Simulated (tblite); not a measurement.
Compound: C6H7O3S (charge -1).
Atom-mapped SMILES: `[CH:1]#[C:2][C@@H:3]1[CH2:4][C@:5]1([CH3:6])[S:7](=[O:8])(=[O:9])[O-:10]` (hydrogens: H11 on C1; H12 on C3; H13, H14 on C4; H15, H16, H17 on C6)

Structure used (GFN2-xTB), in Å, numbered top down from 1:
```xyz
17
C6H7O3S angstrom
C      2.073    2.087    0.962
C      1.562    1.041    0.678
C      1.077   -0.273    0.417
C      0.844   -0.734   -1.004
C     -0.312   -0.477   -0.109
C     -1.207   -1.546    0.430
S     -1.268    1.034   -0.513
O     -0.377    1.871   -1.309
O     -2.407    0.514   -1.270
O     -1.637    1.596    0.781
H      2.425    3.053    1.167
H      1.451   -1.020    1.118
H      1.119   -1.750   -1.264
H      0.993    0.002   -1.780
H     -0.684   -2.493    0.591
H     -1.637   -1.203    1.371
H     -2.023   -1.690   -0.276
```

All values are computed: GFN2-xTB (tblite) harmonic vibrations without scaling, gas phase. This tight-binding method is rough: wavenumbers can miss measured ones by several per cent, in bad cases by 10 to 20. One conformer, not necessarily the lowest.

Harmonic wavenumbers (cm⁻¹): 42.6, 92.5, 112.3, 122.8, 180.1, 186.4, 252.9, 279.8, 305.5, 364.8, 445.9, 455.2, 469.7, 493.6, 517.9, 613.6, 634.5, 645.1, 823.6, 865.9, 911.8, 950.3, 980.6, 1008.2, 1047.3, 1077.7, 1098.3, 1133.6, 1146.8, 1159.8, 1214.3, 1275.3, 1379.4, 1396.6, 1464.9, 1474.0, 1501.1, 2282.7, 2937.6, 2942.1, 3009.1, 3015.1, 3026.4, 3093.1, 3396.8.

A = 1726, B = 1212, C = 939.7 MHz; mass 159.012 u (most abundant isotopes); point group C1, symmetry number 1.

Task: Zero-point energy?

Result: Half the sum of the wavenumbers: 25914 cm⁻¹ = 74.09 kcal/mol.

Task: Give the ideal-gas entropy at 298.15 K and 1 bar in the rigid-rotor, harmonic-oscillator model (classical rotation).

Result: Translation 41.13, rotation 29.48, vibration 31.46: S = 102.1 cal/(mol K).

Task: And Cp and H(298.15 K) − H(0)?

Result: Cp = 40.87 cal/(mol K), of which vibrations give 32.93 (their classical limit is 45 R = 89.4); H(298.15 K) − H(0) = 7.40 kcal/mol without the zero-point energy, 5.03 from vibrations.

Task: Blend soft modes into free rotors: weight 1/[1 + (100 cm⁻¹/ν̃)⁴] for the oscillator and the rest for a rotor with moment μB/(μ + B), μ = h/(8π²ν), B = 10⁻⁴⁴ kg m². What vibrational entropy results?

Result: 29.39 cal/(mol K) in place of 31.46, which changes −T·S at 298.15 K by +0.62 kcal/mol.

Task: What must be added to the electronic energy to get the Gibbs energy at 298.15 K and 1 bar?

Result: ZPE + [H(298.15 K) − H(0)] − T·S = 74.09 + 7.40 − 30.43 = 51.06 kcal/mol.

Task: Which modes carry the vibrational entropy at 298.15 K?

Result: 42.6 cm⁻¹: 5.13; 92.5 cm⁻¹: 3.61; 112.3 cm⁻¹: 3.23; 122.8 cm⁻¹: 3.06; 180.1 cm⁻¹: 2.33; 186.4 cm⁻¹: 2.26 cal/(mol K); the other 39 give 11.85 together.

Task: How do the functions run with temperature in this model?

Result: 
```
T (K)  S (cal/(mol K))  Cp (cal/(mol K))  H − H(0) (kcal/mol)  G − H(0) (kcal/mol)  ln q(vib)
  100             70.6              19.7                 1.33                -5.74       1.71
  200             87.8              30.9                 3.87               -13.70       4.53
  300            102.3              41.1                 7.48               -23.22       7.39
  500            127.3              57.1                17.40               -46.26      12.96
  800            157.6              71.3                36.87               -89.18      20.62
 1000            174.1              77.1                51.74              -122.39      25.22
```

q(vib) and H(0) count from the zero-point level.

Hindered rotation and anharmonicity are outside this model. Other conformers, if any are populated, would add a mixing term that is left out. The structure is chiral; the term R ln 2 for an equal mix with its mirror image is left out.
